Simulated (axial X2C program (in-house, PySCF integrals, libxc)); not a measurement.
## Worked dissociation energy of NdF: MP2, without spin–orbit coupling

All values were computed with an in-house relativistic program for diatomic molecules. Spin-free means the one-electron spin-free X2C Hamiltonian. Basis: Nd dyall-cv3z [13s14p9d8f3g], F dyall-av3z [7s6p3d2f] (cores contracted in-house); Gaussian nuclei, density fitting, unrestricted open shells. Masses: Nd 141.908 u, F 18.998 u.

Molecular state: M_S = 5/2, Λ = 3 (beyond evenly filled blocks: 2 × σα, δ+α, δ-α, φ+α).

Correlated methods: 21 electrons correlated (number of frozen shells: Nd 4 s, 3 p, 2 d; F 1 s), 351 virtual spin orbitals or spinors in MP2.

* E(Nd) (2M_S = 4, M_L = 5): -9620.085532 hartree
* E(F) (2M_S = 1, M_L = 0): -99.714646 hartree
* E(NdF) at Re: -9720.012757 hartree
* ωe: 486.7 cm⁻¹
* ωexe: 2.03 cm⁻¹

(1) Work out De and D0.

Occupations by symmetry block were frozen at the best pattern of an incomplete PBE0 search. De is counted from the lowest determinant-based energies of the atoms at the same level, without counterpoise correction. PBE0 can misorder states that lie within some tenths of an eV, so this need not be the ground state of the molecule. The nearest other spin-free determinant of the search, M_S = 5/2, Λ = 5, lies 0.04 eV up at the distance of the search. With spin–orbit coupling the lowest determinant has another configuration, so this spin-free state is a model.

Each atomic determinant is the lowest at this level and need not be a pure term. Totals compare only within one Hamiltonian and basis.

Answers

(1) De = -9620.085532 + (-99.714646) − (-9720.012757) = 0.21258 hartree = 5.785 eV. The zero-point energy is ωe/2 − ωexe/4 = 243 cm⁻¹ = 0.030 eV, so D0 = 5.754 eV.
